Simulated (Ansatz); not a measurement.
Calculated with Ansatz (gas phase, PBE0-D4/def2-TZVP geometries, no zero-point term in ΔE). CCSD(T)/CBS is the MP2 limit (def2-TZVPP, def2-QZVPP) plus CCSD(T) − MP2 in def2-TZVPP, frozen cores. This one scheme is used for every species. Double bonds are as drawn, so ΔE can hold a change between cis and trans. Each species was taken in one conformer, which may not be the lowest.

Consider the silylene formation by 1,1-elimination: `O[SiH2]/C=C/[SiH3]` → `O/C=C/[SiH3]` + `[SiH2]`.

`O[SiH2]/C=C/[SiH3]`:

Z-matrix (Å, degrees):
```
Si
C 1 1.862
O 1 1.648 2 111.1
H 1 1.491 2 108.7 3 -122.6
H 1 1.483 2 110.6 3 117.6
C 2 1.338 1 123.1 3 -5.6
H 2 1.092 1 118.4 3 174.2
H 3 0.958 1 117.5 2 -76.5
Si 6 1.863 2 123.8 1 179.8
H 6 1.092 2 117.9 1 -0.6
H 9 1.487 6 108.9 2 -0.6
H 9 1.489 6 110.6 2 -120.9
H 9 1.488 6 110.7 2 119.9
```

`O/C=C/[SiH3]`:

Cartesian coordinates in Å:
```
O 1.774 0.351 -1.718
C 0.705 0.467 -0.910
C 0.302 -0.396 0.025
Si -1.197 -0.081 1.051
H 2.231 -0.474 -1.524
H 0.176 1.393 -1.115
H 0.884 -1.306 0.174
H -2.217 -1.152 0.878
H -1.789 1.220 0.637
H -0.868 -0.021 2.502
```

`[SiH2]`:

Z-matrix (Å, degrees):
```
Si
H 1 1.525
H 1 1.525 2 91.2
```

```csv
species,MP2/CBS(def2) energy (Eh)
`O[SiH2]/C=C/[SiH3]`,-734.18113
`O/C=C/[SiH3]`,-443.87012
`[SiH2]`,-290.15886
```

(1) Work out ΔE.

Largest T1 diagnostic among the species: 0.014.

Results:

(1) ΔE = (-443.87012) + (-290.15886) − (-734.18113) = 0.15215 Eh = +4.14 eV. CCSD(T)/CBS gives +3.88 eV.

In def2-TZVPP, CCSD(T) changes the Hartree–Fock value by +0.08 eV (the triples alone add +0.03 eV) and MP2 by +0.34 eV. From r2SCAN to r2SCAN0 (25 % exact exchange), in def2-TZVPP and without D4, ΔE moves by +0.05 eV. Leaving LDA and LC-ωPBE aside and taking each functional with its dispersion term where it has one, the values, not all of them listed here, spread over 0.39 eV, from BLYP-D4 to r2SCAN0-D4. LDA lies +0.29 eV from PBE without D4.
